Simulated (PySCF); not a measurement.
fluorine atom (F), doublet.

Input for PySCF:
```python
from pyscf import gto, scf, dft

mol = gto.M(
    atom='''
F     0.000000    0.000000    0.000000
''',
    basis='cc-pvtz',
    charge=0,
    spin=1,
    verbose=4,
)

mf = dft.UKS(mol)
mf.xc = 'b3lyp'
mf.kernel()
mf.analyze()
```

Q: Give the HOMO energy at the level B3LYP/cc-pVTZ run with PySCF.

A: -11.99 eV

Q: Predict the total energy from B3LYP/cc-pVTZ.

A: -99.7629 Eh

Q: Give the <S^2> at the level B3LYP/cc-pVTZ.

A: 0.751

Q: Predict the number of basis functions from B3LYP/cc-pVTZ.

A: 30

These values belong to the state on which the SCF converged, which isn't shown to be the lowest.
